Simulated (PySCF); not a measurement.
# A series of derivatives of (SiH3)3P

Parent skeleton `[SiH3:1][P:2]([SiH3:3])[SiH3:4]`; one hydrogen on atom 1 is replaced by X. Hydrogens on one atom are averaged.

A single conformation, isolated molecule, one averaged value for each set of equivalent atoms, non-relativistic Hamiltonian. NMR shieldings at PBE0/pcSseg-1/GIAO; structure optimised with GFN2-xTB; PySCF 2.14.

Referencing at the same level of theory: ²⁹Si (σref 349.16), ¹H (σref 31.72) vs TMS; H3PO4 for ³¹P (σref 318.38).

Parent (X = H): Si1 -78.0, P2 -374.3, Si3/Si4 -78.0, H(Si1) 4.10, H(Si3)/H(Si4) 4.10 ppm. Effects are Δδ = δ(X) − δ(H), positive for deshielding.

Task: Order these by the shift of Si1, most shielded first.
A. X = CH=NMe
B. X = CHO
C. X = SH
D. X = isopropenyl
E. X = COOCH3
F. X = CF3

Result: E (+21.6 ppm), B (+24.0 ppm), A (+29.9 ppm), F (+32.7 ppm), D (+34.6 ppm), C (+44.9 ppm).

Task: Order these by the shift of P2, most shielded first.
A. X = isopropenyl
B. X = COOCH3
C. X = CHO
D. X = CF3
E. X = CH2CF3
F. X = SH

Result: C (-24.4 ppm), B (-3.7 ppm), A (+0.7 ppm), E (+5.6 ppm), D (+8.4 ppm), F (+21.8 ppm).

Experimental scales use liquid or dissolved standards, which lie at an offset from isolated H3PO4.
